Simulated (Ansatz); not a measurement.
`OP[SiH2][SiH3]` + `CC[SiH2][TeH]` → `CC[SiH2]PO` + `[SiH3][SiH2][TeH]`  (redistribution)

Isolated molecules relaxed with PBE0-D4/def2-TZVP in Ansatz; ΔE leaves out vibrations. CCSD(T)/CBS adds triple-zeta CCSD(T) − MP2 to the extrapolated MP2 energy (def2 sets, frozen cores). def2 core potentials past Kr. For Te outer-core shells are correlated without core-valence functions, which leaves a few kJ/mol of doubt a bond. One conformer a species, not always the lowest.

```csv
species,MP2/def2-TZVPP energy (Eh)
`OP[SiH2][SiH3]`,-998.26119
`CC[SiH2][TeH]`,-637.34489
`CC[SiH2]PO`,-786.48882
`[SiH3][SiH2][TeH]`,-849.11618
```

(1) Work out ΔE.

Largest T1 diagnostic among the species: 0.014.

## Answers

(1) ΔE = (-786.48882) + (-849.11618) − (-998.26119) − (-637.34489) = 0.00108 Eh = +0.03 eV. CCSD(T)/CBS gives +0.03 eV.
